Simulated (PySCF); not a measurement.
Species: B3Cl2H4N.
Geometry (PBE0-D3(BJ)/def2-SVP, Å), atoms numbered from 1 in this order:
```xyz
10
B3Cl2H4N angstrom
B     -0.1570    1.7637    0.3985
N      0.5124    0.5864   -0.0226
B      1.9192    0.4549   -0.1921
B      2.9818    1.7420    0.1045
Cl     3.4395    2.8515   -1.1755
Cl     3.7260    1.9455    1.6813
H     -1.3593    1.7676    0.5136
H      0.5029    2.7481    0.6341
H     -0.0595   -0.2306   -0.2171
H      2.3498   -0.6185   -0.5585
```

Level of theory: PBE0-D3(BJ)/def2-SVP geometry optimisation, gas phase in PySCF.

Take the most abundant isotopes and a rigid rotor. The values belong to one conformer with, in the numbering `[BH2:1][NH:2][BH:3][B:4]([Cl:5])[Cl:6]`, B1–N2–B3–B4 0°.

Question: What are A, B and C (cm⁻¹)?

Answer: Ia = 198.30, Ib = 326.73, Ic = 445.40 u·Å²; 505379 MHz·u·Å²/I gives 2549, 1547 and 1135 MHz, that is A = 0.08501, B = 0.05159, C = 0.03785 cm⁻¹.

Question: Classify the top.

Answer: An asymmetric top: κ = (2 × 1547 − 2549 − 1135)/(2549 − 1135) = -0.42.

Question: Is it planar, by Δ = Ic − Ia − Ib?

Answer: Not planar: Δ = Ic − Ia − Ib = -79.63 u·Å². For a rigid frame Δ = −2 Σ m c², so Σ m c² = 39.81 u·Å² lies off the ab plane: 11.56 from hydrogen and 28.25 from heavier atoms. The atom farthest from that plane is 2.27 Å away.

Question: Where do the levels up to J = 4 lie, in K?

Answer: Above 0(0,0), as E/k:
J = 1: 1(0,1) 0.129, 1(1,1) 0.177, 1(1,0) 0.197
J = 2: 2(0,2) 0.381, 2(1,2) 0.414, 2(1,1) 0.474, 2(2,1) 0.618, 2(2,0) 0.623
J = 3: 3(0,3) 0.749, 3(1,3) 0.768, 3(1,2) 0.886, 3(2,2) 1.004, 3(2,1) 1.027, 3(3,1) 1.297, 3(3,0) 1.297
J = 4: 4(0,4) 1.226, 4(1,4) 1.235, 4(1,3) 1.428, 4(2,3) 1.515, 4(2,2) 1.575, 4(3,2) 1.819, 4(3,1) 1.825, 4(4,1) 2.218, 4(4,0) 2.218

Question: Which types of transition are allowed, and where do some lines up to J = 2 fall?

Answer: The dipole components are |μa| = 1.92 D, |μb| = 0.00 D, |μc| = 0.94 D; the mirror of this Cs structure is the ac plane, so μb vanishes by symmetry (the 0.02 D computed is a residue) and there are no b-type lines. The squared components, which scale the intensities, stand as 1.00 : 0.24 (a : c). Some lines, for components of 0.1 D or more:

```csv
type,branch,"J(Ka,Kc)",MHz,lower level (cm⁻¹)
a,Q,"1(1,0) ← 1(1,1)",412,0.123
c,Q,"2(1,2) ← 2(0,2)",693,0.265
c,Q,"1(1,1) ← 1(0,1)",1002,0.089
a,Q,"2(1,1) ← 2(1,2)",1236,0.288
a,R,"1(0,1) ← 0(0,0)",2681,0.000
c,Q,"2(2,1) ← 2(1,1)",3005,0.329
c,R,"1(1,0) ← 0(0,0)",4095,0.000
a,R,"2(1,2) ← 1(1,1)",4951,0.123
a,R,"2(0,2) ← 1(0,1)",5260,0.089
a,R,"2(1,1) ← 1(1,0)",5775,0.137
c,R,"2(1,1) ← 1(0,1)",7189,0.089
c,R,"2(2,0) ← 1(1,0)",8884,0.137
c,R,"2(2,1) ← 1(1,1)",9192,0.123
```

Question: Estimate the classical rotational partition function at 10 K, 50 K and 200 K.

Answer: Point group Cs, symmetry number σ = 1; q = (√π/σ)·√((kT/h)³/(ABC)), k/h = 20836.6 MHz/K: 2520 at 10 K, 28200 at 50 K, 225000 at 200 K.

Stationary, but not proved a minimum. No vibrational averaging or centrifugal distortion is included, and the geometry carries the error of its method. Quadrupole hyperfine structure (11B, 14N, 35Cl) is left out.
